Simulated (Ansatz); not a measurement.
Stepwise reaction of `[Cl][Zn][Cl]` with hydrogen sulfide, as a gas-phase model of exchange steps in deposition or etching. ΔE in kJ/mol; ΔG adds harmonic PBE0-D4 terms to CCSD(T)/CBS, at 1 bar.

Calculated with Ansatz (gas phase, PBE0-D4/def2-TZVP geometries, no zero-point term in ΔE). CBS: MP2 limit from def2 TZ/QZ plus the TZ coupled-cluster correction, frozen cores. This one scheme is used for every species. Functionals use def2-TZVPP. B3LYP here is the variant with VWN-RPA as its local correlation; programs differ in this. For Zn outer-core shells are correlated without core-valence functions, which leaves a few kJ/mol of doubt a bond. Scalar relativity is left out up to krypton. One conformer a species, not always the lowest.

| step | reaction | PBE-D4 | B3LYP-D4 | ωB97M-V | CCSD(T)/CBS | ΔG(600 K) |
| --- | --- | --- | --- | --- | --- | --- |
| 1 | `[Cl][Zn][Cl]` + H₂S → `[SH][Zn][Cl]` + HCl | 25.8 | 32.5 | 33.4 | 34.4 | 25.7 |
| 2 | `[SH][Zn][Cl]` + H₂S → `[SH][Zn][SH]` + HCl | 29.3 | 36.3 | 37.0 | 37.3 | 40.9 |

Problem. By hand: ΔE of the 2 steps together at CCSD(T)/CBS.

Solution. (34.4) + (37.3) = 71.7 kJ/mol, or 35.8 kJ/mol a step.

In ΔE the steps differ by no more than 2.9 kJ/mol. All are uphill at CCSD(T)/CBS. ΔG lies between 25.7 and 40.9 kJ/mol a step. PBE-D4 differs from CCSD(T)/CBS by -8.6 to -8.0 kJ/mol a step. Isolated molecules leave out the surface, adducts and barriers. Largest T1 diagnostic: 0.014.
